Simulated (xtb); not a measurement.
F₂Y, charge +1, singlet, from a rough starting geometry (GFN-xTB shapes and energies of metal compounds can be far from the true ones) (the multiplicity is a formal guess); GFN2-xTB (xtb 6.7.1).

The xtb input:
```
$ xtb mol.xyz --gfn 2 --chrg 1 --opt vtight --json

# file mol.xyz
3

Y      0.88317758     0.51271888     0.21553017
F     -0.79388689     0.76750503    -1.17625972
F     -0.06445405    -1.27574782     0.97318121
```

Q: Predict the main parts of the log of this xtb run.

A: 
```
   ID    Z sym.   atoms
    1   39 Y      1
    2    9 F      2, 3

           -------------------------------------------------
          |                Calculation Setup                |
           -------------------------------------------------

           -------------------------------------------------
          |                 G F N 2 - x T B                 |
           -------------------------------------------------

          ...................................................
          :                      SETUP                      :
          :.................................................:
          :  # basis functions                  18          :
          :  # atomic orbitals                  17          :
          :  # shells                            7          :
          :  # electrons                        16          :
          :  max. iterations                   250          :
          :  Hamiltonian                  GFN2-xTB          :
          :  restarted?                      false          :
          :  GBSA solvation                  false          :
          :  PC potential                    false          :
          :  electronic temp.          300.0000000     K    :
          :  accuracy                    1.0000000          :
          :  -> integral cutoff          0.2500000E+02      :
          :  -> integral neglect         0.1000000E-07      :
          :  -> SCF convergence          0.1000000E-05 Eh   :
          :  -> wf. convergence          0.1000000E-03 e    :
          :  Broyden damping             0.4000000          :
          :  net charge                          1          :
          :  unpaired electrons                  0          :
          ...................................................

 iter      E             dE          RMSdq      gap      omega  full diag
   1     21.8346074  0.218346E+02  0.772E+01    4.94       0.0  T
   2     -8.4069559 -0.302416E+02  0.386E+01   52.72       1.0  T
   3     -8.6712482 -0.264292E+00  0.266E+01   30.40       1.0  T
   4     -8.7546498 -0.834016E-01  0.243E+01   26.05       1.0  T
   5     -8.6424993  0.112150E+00  0.320E+01   32.47       1.0  T
   6     27.4270918  0.360696E+02  0.881E+01    3.83       1.0  T
   7     26.6681333 -0.758958E+00  0.855E+01    4.32       1.0  T
   8     -9.8338065 -0.365019E+02  0.126E+01    4.48       1.0  T
   9     -9.3088948  0.524912E+00  0.163E+01    9.56       1.0  T
  10     -9.9679096 -0.659015E+00  0.116E+01    3.66       1.0  T
  11    -10.1824724 -0.214563E+00  0.975E+00    2.36       1.0  T
  12    -10.2124248 -0.299525E-01  0.976E+00    2.03       1.0  T
  13    -10.2169460 -0.452116E-02  0.976E+00    1.60       1.0  T
  14    -10.2205094 -0.356335E-02  0.947E+00    1.77       1.0  T
  15    -10.2184490  0.206035E-02  0.891E+00    1.92       1.0  T
  16    -10.2166517  0.179728E-02  0.830E+00    1.62       1.0  T
  17    -10.2187293 -0.207754E-02  0.757E+00    1.97       1.0  T
  18    -10.2205571 -0.182780E-02  0.760E+00    1.87       1.0  T
  19    -10.2189269  0.163012E-02  0.770E+00    1.99       1.0  T
  20    -10.2185221  0.404868E-03  0.784E+00    2.00       1.0  T
  21    -10.2184678  0.542604E-04  0.700E+00    2.02       1.0  T
  22    -10.2196346 -0.116675E-02  0.553E+00    1.99       1.0  T
  23    -10.2178031  0.183150E-02  0.441E+00    2.05       1.0  T
  24    -10.2113983  0.640478E-02  0.322E+00    2.16       1.0  T
  25    -10.2072153  0.418295E-02  0.251E+00    2.22       1.0  T
  26    -10.2132532 -0.603785E-02  0.189E+00    2.14       1.0  T
  27    -10.2186892 -0.543602E-02  0.146E+00    2.03       1.0  T
  28    -10.2191789 -0.489740E-03  0.136E+00    2.02       1.0  T
  29    -10.2218740 -0.269504E-02  0.815E-01    1.91       1.0  T
  30    -10.2219322 -0.581697E-04  0.964E-01    1.81       1.0  T
  31    -10.2218118  0.120312E-03  0.954E-01    1.80       1.0  T
  32    -10.2220507 -0.238817E-03  0.657E-01    1.81       1.0  T
  33    -10.2220516 -0.911235E-06  0.557E-01    1.80       1.0  T
  34    -10.2222620 -0.210425E-03  0.187E-01    1.83       1.0  T
  35    -10.2222771 -0.150576E-04  0.895E-02    1.83       1.0  T
  36    -10.2222799 -0.283686E-05  0.296E-02    1.83       1.9  T
  37    -10.2222802 -0.304495E-06  0.365E-03    1.83      15.8  T
  38    -10.2222802  0.162041E-07  0.853E-03    1.83       6.8  T
  39    -10.2222802 -0.591139E-08  0.369E-03    1.83      15.7  T
  40    -10.2222802 -0.351314E-07  0.740E-04    1.83      78.0  T
  41    -10.2222802 -0.244483E-08  0.161E-04    1.83     357.9  T

   *** convergence criteria satisfied after 41 iterations ***

         :::::::::::::::::::::::::::::::::::::::::::::::::::::
         ::                     SUMMARY                     ::
         :::::::::::::::::::::::::::::::::::::::::::::::::::::
         :: total energy             -10.221197513168 Eh    ::
         :: gradient norm              0.003944327563 Eh/a0 ::
         :: HOMO-LUMO gap              1.834010205674 eV    ::
         ::.................................................::
         :: SCC energy               -10.222280203893 Eh    ::
         :: -> isotropic ES            0.154117093693 Eh    ::
         :: -> anisotropic ES          0.004742014526 Eh    ::
         :: -> anisotropic XC         -0.007565013974 Eh    ::
         :: -> dispersion             -0.000907820392 Eh    ::
         :: repulsion energy           0.001082690726 Eh    ::
         :: add. restraining           0.000000000000 Eh    ::
         :: total charge               1.000000000000 e     ::
         :::::::::::::::::::::::::::::::::::::::::::::::::::::

      -----------------------------------------------------------
     |                   =====================                   |
     |                        A N C O P T                        |
     |                   =====================                   |
     |               Approximate Normal Coordinate               |
[...]
 * total energy  :   -10.2211975 Eh     change       -0.5938361E-11 Eh
 * total energy  :   -10.2212868 Eh     change       -0.8927312E-04 Eh
 * total energy  :   -10.2213023 Eh     change       -0.1550796E-04 Eh
 * total energy  :   -10.2213042 Eh     change       -0.1930464E-05 Eh
 * total energy  :   -10.2213043 Eh     change       -0.9926851E-07 Eh
   *** GEOMETRY OPTIMIZATION CONVERGED AFTER 5 ITERATIONS ***
[...]
          :  # electrons                        16          :
          :  max. iterations                   250          :
          :  Hamiltonian                  GFN2-xTB          :
          :  restarted?                      false          :
          :  GBSA solvation                  false          :
          :  PC potential                    false          :
          :  electronic temp.          300.0000000     K    :
          :  accuracy                    1.0000000          :
          :  -> integral cutoff          0.2500000E+02      :
          :  -> integral neglect         0.1000000E-07      :
          :  -> SCF convergence          0.1000000E-05 Eh   :
          :  -> wf. convergence          0.1000000E-03 e    :
          :  Broyden damping             0.4000000          :
          :  net charge                          1          :
          :  unpaired electrons                  0          :
          ...................................................

 iter      E             dE          RMSdq      gap      omega  full diag
   1    -10.2224716 -0.102225E+02  0.170E-05    1.84       0.0  T
   2    -10.2224716  0.154898E-11  0.241E-05    1.84    2393.0  T
   3    -10.2224716 -0.171063E-11  0.114E-05    1.84    5075.6  T

   *** convergence criteria satisfied after 3 iterations ***

         :::::::::::::::::::::::::::::::::::::::::::::::::::::
         ::                     SUMMARY                     ::
         :::::::::::::::::::::::::::::::::::::::::::::::::::::
         :: total energy             -10.221304323987 Eh    ::
         :: gradient norm              0.000035598965 Eh/a0 ::
         :: HOMO-LUMO gap              1.841680736654 eV    ::
         ::.................................................::
         :: SCC energy               -10.222471604338 Eh    ::
         :: -> isotropic ES            0.154888016440 Eh    ::
         :: -> anisotropic ES          0.004677761807 Eh    ::
         :: -> anisotropic XC         -0.007580624213 Eh    ::
         :: -> dispersion             -0.000910434345 Eh    ::
         :: repulsion energy           0.001167280351 Eh    ::
         :: add. restraining           0.000000000000 Eh    ::
         :: total charge               1.000000000000 e     ::
         :::::::::::::::::::::::::::::::::::::::::::::::::::::

           -------------------------------------------------
          |                Property Printout                |
           -------------------------------------------------

    * Orbital Energies and Occupations

         #    Occupation            Energy/Eh            Energy/eV
      -------------------------------------------------------------
         1        2.0000           -1.1756214             -31.9903
         2        2.0000           -1.1181431             -30.4262
         3        2.0000           -0.8996395             -24.4804
         4        2.0000           -0.8002639             -21.7763
         5        2.0000           -0.7948105             -21.6279
         6        2.0000           -0.7946188             -21.6227
         7        2.0000           -0.7907999             -21.5188
         8        2.0000           -0.7904785             -21.5100 (HOMO)
         9                         -0.7227980             -19.6683 (LUMO)
        10                         -0.6805914             -18.5198
        11                         -0.6804334             -18.5155
        12                         -0.6790722             -18.4785
        13                         -0.6751083             -18.3706
        14                         -0.6740071             -18.3407
        15                         -0.3622071              -9.8562
        16                         -0.0949649              -2.5841
        17                          0.0147306               0.4008
      -------------------------------------------------------------
                  HL-Gap            0.0676805 Eh            1.8417 eV
             Fermi-level           -0.7566383 Eh          -20.5892 eV

     #   Z          covCN         q      C6AA      α(0)
     1  39 Y        1.249     0.943   966.042   111.008
     2   9 F        0.625     0.029     9.152     3.569
     3   9 F        0.625     0.029     9.152     3.569

 Mol. C6AA /au·bohr⁶  :       1281.113125
 Mol. C8AA /au·bohr⁸  :     200720.385861
 Mol. α(0) /au        :        118.147035

Wiberg/Mayer (AO) data.
largest (>0.10) Wiberg bond orders for each atom

 ---------------------------------------------------------------------------
     #   Z sym  total        # sym  WBO       # sym  WBO       # sym  WBO
 ---------------------------------------------------------------------------
     1  39 Y    1.865 --     2 F    0.932     3 F    0.932
     2   9 F    1.423 --     1 Y    0.932     3 F    0.491
     3   9 F    1.423 --     1 Y    0.932     2 F    0.491
 ---------------------------------------------------------------------------

Topologies differ in total number of bonds
Writing topology from bond orders to xtbtopo.mol

molecular dipole:
                 x           y           z       tot (Debye)
 q only:        1.535       0.907       0.362
   full:        2.275       1.348       0.534       6.856
molecular quadrupole (traceless):
                xx          xy          yy          xz          yz          zz
 q only:        1.955       2.280      -0.398       1.065       0.236      -1.557
  q+dip:        3.434       3.630      -0.835       1.155       1.404      -2.599
   full:        2.975       2.493      -0.964      -0.210       2.898      -2.010

optimized geometry written to: xtbopt.xyz

           -------------------------------------------------
          | TOTAL ENERGY              -10.221304323987 Eh   |
          | GRADIENT NORM               0.000035598965 Eh/α |
          | HOMO-LUMO GAP               1.841680736654 eV   |
           -------------------------------------------------

normal termination of xtb
```
